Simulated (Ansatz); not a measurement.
Consider the redistribution: `[CH3][AlH][SiH2][AlH2]` + `C[SiH](N)S` → `[CH3][AlH][SiH2]S` + `C[SiH](N)[AlH2]`.

Gas-phase electronic energies from Ansatz, PBE0-D4/def2-TZVP geometries. CCSD(T)/CBS adds triple-zeta CCSD(T) − MP2 to the extrapolated MP2 energy (def2 sets, frozen cores). DFT in def2-TZVPP. One conformer a species, not always the lowest.

```tsv
level	ΔE (kcal/mol)
PBE-D4	12.1
CCSD(T)/def2-TZVPP	12.0
```

What does CCSD(T)/CBS give? (Estimate.)

Computed: +11.9 kcal/mol. The listed levels differ from it by 0.2, 0.1 kcal/mol.

Largest T1 diagnostic among the species: 0.013.

In def2-TZVPP, CCSD(T) changes the Hartree–Fock value by +1.9 kcal/mol (the triples alone add +0.4 kcal/mol) and MP2 by +2.2 kcal/mol.
